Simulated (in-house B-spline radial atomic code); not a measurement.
How numerical settings move a run on Ag, [Kr] 4d10 5s1. Computed with an all-electron radial atomic-structure program (B-spline basis): non-relativistic LDA VWN5, spin-polarised, spherical fractional occupations, point nucleus.

Command:
```bash
python run_scf.py task.json out
```
Settings of the sound reference run:
```
Z                47
electrons        47
configuration    [Kr] 4d10 5s1
hamiltonian      nr
method           lda,vwn
spin_polarised   True
knot_spacing     0.22
spline_order     8
gauss_points     12
box_radius       50
max_iterations   70
damping          0.5
damped_steps     3
diis_vectors     10
tolerance        1e-08
start            Thomas-Fermi
```

Run time, properties included: 0.32 s on 1 thread of AMD EPYC 7R43 64-Core Processor (shared host).

It converges in 10 iterations to -5195.037351 hartree, with 5s up at -4.55424 eV. The other runs change the listed settings, some to values that make no sense; their results aren't properties of the atom or ion. Radii are in bohr (the nuclear one in fm), a minus after a letter asks for a j subshell, and «unchanged» means within 1e-8 hartree. The run stops when the residual is below 10 × tolerance × max(1, Z/10), or a noise floor if that is larger, and the energy moves by less than 1e-8 × √|E| hartree; so very loose and very tight tolerances often act alike.

```tsv
changed settings	outcome
electrons = 55, configuration = [Kr] 4d10 5s1 7s2 7p6, max_iterations = 50	converged in 12 iterations to -5194.1303 hartree, a different physical problem (warning: 5s up has a positive eigenvalue: unbound, held by the box)
spline_order = 7	converged in 10 iterations, energy +3.77e-07 hartree from the reference
damping = 0	converged in 15 iterations, energy unchanged, 5s up level -5.6e-06 eV
knot_spacing = 1.4	converged in 10 iterations, energy +3.67e+02 hartree from the reference, 5s up level +2.0e+00 eV (the program warns: 3s up reaches the box edge; 3s down reaches the box edge)
spline_order = 10	converged in 11 iterations, energy -1.04e-08 hartree from the reference, 5s up level -4.5e-06 eV
electrons = 48, configuration = [Kr] 4d10 5s1 6s-1, max_iterations = 60	stopped with error: j subshells need the Dirac Hamiltonian and l > 0
knot_spacing = 0.4	converged in 11 iterations, energy +1.61e-03 hartree from the reference, 5s up level -2.1e-05 eV
spline_order = 6	converged in 11 iterations, energy +4.45e-06 hartree from the reference, 5s up level -4.2e-06 eV
box_radius = 15, max_iterations = 5, damped_steps = 1	not converged after 5 iterations, last residual 4.8e-02, last energy +6.65e-02 hartree from the reference
hamiltonian = dirac, method = hf, spin_polarised = False, nucleus = fermi, rms_radius = 4.5454, mass_number = 107, atomic_mass = 106.9051, speed_of_light = 51.71739	converged in 12 iterations to -6648.2557 hartree, a different physical problem
spline_order = 5	converged in 11 iterations, energy +8.70e-05 hartree from the reference, 5s up level +1.3e-06 eV
gauss_points = 3, max_iterations = 60, damping = 0.8, tolerance = 1e-05	converged in 9 iterations, energy -9.17e+05 hartree from the reference, 5s up level -7.0e+01 eV
gauss_points = 8, box_radius = 200, max_iterations = 100, tolerance = 0.01	converged in 10 iterations, energy unchanged
damping = 0.95	converged in 13 iterations, energy unchanged, 5s up level -3.6e-06 eV
knot_spacing = 1	converged in 10 iterations, energy +1.69e+01 hartree from the reference, 5s up level +7.8e-01 eV
box_radius = 3, max_iterations = 100, damping = 0.2, diis_vectors = 20	converged in 10 iterations, energy +1.38e+00 hartree from the reference, 5s up level +2.5e+01 eV (the program warns: 5s up has a positive eigenvalue: unbound, held by the box; 4d up has a positive eigenvalue: unbound, held by the box)
knot_spacing = 0.15	converged in 10 iterations, energy -2.01e-07 hartree from the reference
```

(1) What happens with damping = 0.2?

(2) What happens with knot_spacing = 0.75?

(3) What happens with knot_spacing = 0.55?

(4) What happens with knot_spacing = 2?

## Answers

(1) Converged in 14 iterations, energy unchanged, 5s up level -2.9e-06 eV.

(2) Converged in 10 iterations, energy +7.89e+00 hartree from the reference, 5s up level +3.3e-01 eV.

(3) Converged in 11 iterations, energy +2.12e-01 hartree from the reference, 5s up level +4.7e-03 eV.

(4) Converged in 9 iterations, energy +5.51e+02 hartree from the reference, 5s up level +1.2e+00 eV (the program warns: 3p up reaches the box edge; 3p down reaches the box edge).
